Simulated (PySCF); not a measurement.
Can point charges reproduce the dipole moment of `CC#CP(C)CC(F)(F)F`?

Coordinates (PBE0-D3(BJ)/def2-SVP, Å) and charges (e) from the PBE0/pcSseg-1 density (PySCF):

```csv
atom,x,y,z,Mulliken,IAO,Hirshfeld,ESP-fitted
C1,3.564,0.930,1.009,-0.2015,-0.4301,-0.0915,-0.4508
C2,2.316,0.507,0.402,-0.3323,-0.0155,-0.0332,+0.0614
C3,1.266,0.149,-0.104,-0.2334,-0.3349,-0.1416,-0.1139
P4,-0.176,-0.352,-0.994,+0.4621,+0.5808,+0.1768,-0.0215
C5,-0.465,-2.019,-0.250,-0.4680,-0.6034,-0.1646,-0.5626
C6,-1.409,0.684,-0.039,-0.5141,-0.4911,-0.1432,-0.5590
C7,-2.841,0.506,-0.465,+0.8022,+0.8117,+0.2556,+0.8321
F8,-3.011,0.722,-1.771,-0.2618,-0.2798,-0.0930,-0.2268
F9,-3.286,-0.734,-0.209,-0.2735,-0.2907,-0.0873,-0.2193
F10,-3.646,1.351,0.189,-0.2679,-0.2830,-0.0958,-0.2726
H11,3.405,1.796,1.671,+0.1558,+0.1733,+0.0633,+0.1645
H12,4.303,1.219,0.246,+0.1572,+0.1715,+0.0622,+0.1686
H13,4.000,0.120,1.616,+0.1564,+0.1730,+0.0632,+0.1731
H14,-1.414,-2.417,-0.636,+0.1603,+0.1636,+0.0398,+0.2105
H15,0.349,-2.683,-0.575,+0.1576,+0.1623,+0.0482,+0.2161
H16,-0.496,-1.996,0.849,+0.1464,+0.1476,+0.0413,+0.1717
H17,-1.141,1.737,-0.215,+0.1812,+0.1798,+0.0523,+0.2261
H18,-1.346,0.494,1.043,+0.1733,+0.1649,+0.0474,+0.2025
```

Problem. Compute μ = Σ q r for each scheme (1 e·Å = 4.803 D) and compare with the dipole of the full density.

Solution. The full density gives (2.91, 0.03, 2.05) D, 3.56 D in size; dipole vectors point from the negative to the positive end.

| scheme | μx | μy | μz | size (D) | share of the full size (%) | angle to the full dipole (°) |
| --- | --- | --- | --- | --- | --- | --- |
| Mulliken | 2.93 | -0.56 | 0.42 | 3.01 | 85 | 29 |
| IAO | 3.58 | 0.33 | -0.07 | 3.60 | 101 | 37 |
| Hirshfeld | 1.96 | 0.24 | 0.33 | 2.00 | 56 | 26 |
| ESP-fitted | 2.97 | -0.05 | 2.02 | 3.59 | 101 | 2 |

Problem. Which set comes closest?

Solution. Length of the difference vector: ESP-fitted 0.10 D, Mulliken 1.73 D, Hirshfeld 1.97 D, IAO 2.24 D. Closest: ESP-fitted. ESP charges are fitted to the potential around the molecule, whose slowest-falling term is the dipole's. 

Problem. What is left for the Hirshfeld atoms' own dipoles?

Solution. The Hirshfeld atoms' densities add up to the full density, so μ = Σ q r + Σ (atomic dipoles). The atomic dipoles sum to (2.91, 0.03, 2.05) − (1.96, 0.24, 0.33) = (0.95, -0.21, 1.72) D, 1.97 D in size.

Problem. With the origin at the mean of the coordinates, (-0.002, 0.001, 0.098) Å, which are the largest single terms, by size, of the ESP-fitted dipole along the direction of the full one?

Solution. C7 -10.56, C1 -7.47, F8 +3.85, F10 +3.82, H13 +3.45 D; all 18 atoms together +3.59 D. The single terms depend on the origin, their sum doesn't.

Problem. Give the size of the full dipole in other units.

Solution. 3.56 D = 1.400 au = 0.741 e·Å = 11.87 × 10⁻³⁰ C·m.

Isolated species at its PBE0-D3(BJ)/def2-SVP geometry (one conformer only).

These values come from a run that also computed NMR shieldings. Time: 45 s; peak memory 0.94 GiB. Hardware: Intel Xeon Platinum 8375C at 2.90 GHz, one thread, no GPU, on a shared host.

The values belong to the conformer `[CH3:1][C:2]#[C:3][P:4]([CH3:5])[CH2:6][C:7]([F:8])([F:9])[F:10]`: C3–P4–C6–C7 -178°, P4–C6–C7–F8 -55°.
